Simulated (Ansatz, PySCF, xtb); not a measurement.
Noncovalent pair: boric acid (SMILES OB(O)O) (first 7 atoms) with H2O (SMILES O); geometry from B3LYP-D3(BJ)/def2-TZVP, rigid monomers moved along the line of their centres of mass till H6···O8 is 2.78 Å.
(charge 0, multiplicity 1):
```xyz
10

O      0.488    -0.252    -1.402
B      0.213    -0.137    -0.067
O      0.606     1.007     0.597
O     -0.443    -1.179     0.531
H      0.949     0.522    -1.736
H      0.368     0.997     1.533
H     -0.601    -1.024     1.470
O     -0.643     0.177     3.991
H     -1.447     0.534     4.385
H     -0.094    -0.128     4.722
```

Counterpoise-corrected where a basis set is named; no monomer relaxation. Rows marked so take none.

Rows in 3-21G, 6-31G* carry no dispersion term and start afresh at each structure (6-31G* with six Cartesian d functions).

The values were computed with Ansatz (a first-principles code); PySCF for 3-21G rows, 6-31G* rows; xtb for the GFN methods. Values without a source in brackets are computed.

Question: One of these levels gives -187.4 meV for the interaction energy. Which?
A) HF/aug-cc-pVDZ
B) B3LYP/6-31G*
C) GFN1-xTB
D) HF/3-21G (no counterpoise)

Answer: C, GFN1-xTB. The others give -430.4 (HF/3-21G (no counterpoise)), -230.2 (HF/aug-cc-pVDZ), -264.4 (B3LYP/6-31G*)
